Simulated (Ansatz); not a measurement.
A nudged elastic band was laid between two geometries of BF2H + ClH (6 atoms, charge 0, multiplicity 1).

All numbers below come from RKS r2SCAN/6-31G* (Ansatz 0.2.0).

```json
{"movable images": "5", "climbing image": "yes", "spring": "5.0 eV/Å²", "optimiser": "quadratic models (default)", "start path": "through a guess of the saddle point", "force threshold": "0.05 eV/Å", "iteration limit": "60", "end points": "relaxed"}
```

First end point:

```xyz
6
Properties=species:S:1:pos:R:3
B -0.018 0.363 -0.093
F -0.049 0.412 1.236
H 1.021 0.330 -0.675
F -1.168 0.381 -0.735
Cl 0.150 -2.797 1.098
H 0.089 -1.804 1.915
```

Last end point:

```xyz
6
Properties=species:S:1:pos:R:3
B 0.036 -0.453 -0.286
F 0.024 0.112 1.844
H 1.040 0.138 -0.521
F -1.152 0.060 -0.540
Cl 0.118 -2.210 0.059
H -0.043 -0.761 2.190
```

Q: What changes between the two ends?

A: Bonds broken: B1–F2, Cl5–H6. Bonds formed: B1–Cl5, F2–H6. BF2H + ClH becomes BClFH + FH.

Q: What energy profile does the band end with?

A: The forces met the threshold. The highest image is number 4 of 0 to 6, 25.6 kcal/mol above the first end and 9.0 kcal/mol above the last; the last end lies 16.6 kcal/mol above the first. A vibrational analysis at the climbing image gives one clearly imaginary mode, 775i cm⁻¹: a first-order saddle point. The orbitals stay closed-shell, which can raise the energy where a bond breaks towards radicals; this wasn't checked here.

```tsv
image	path coordinate (Å)	energy (kcal/mol)	B1–F2 (Å)	Cl5–H6 (Å)	B1–Cl5 (Å)
0	0.00	0.0	1.33	1.29	3.38
1	0.40	0.4	1.33	1.29	3.07
2	0.80	3.2	1.35	1.29	2.74
3	1.20	13.8	1.40	1.35	2.35
4	1.59	25.6	1.56	1.59	2.06
5	2.07	18.9	1.87	2.07	1.86
6	2.54	16.6	2.20	2.58	1.79
```

Q: What is the geometry of the highest image?

A: 
```xyz
6
Properties=species:S:1:pos:R:3
B 0.016 -0.198 0.016
F -0.014 0.102 1.549
H 1.051 0.118 -0.472
F -1.159 0.100 -0.513
Cl 0.102 -2.188 0.531
H 0.028 -1.049 1.636
```

Q: What are the harmonic wavenumbers there?

A: 775i, 265, 399, 467, 585, 731, 835, 1082, 1136, 1302, 1631, 2749 cm⁻¹.

Time of the run: 4.5 min on 1 thread of Arm Neoverse V1, with other jobs on the host, peak memory 0.12 GiB.
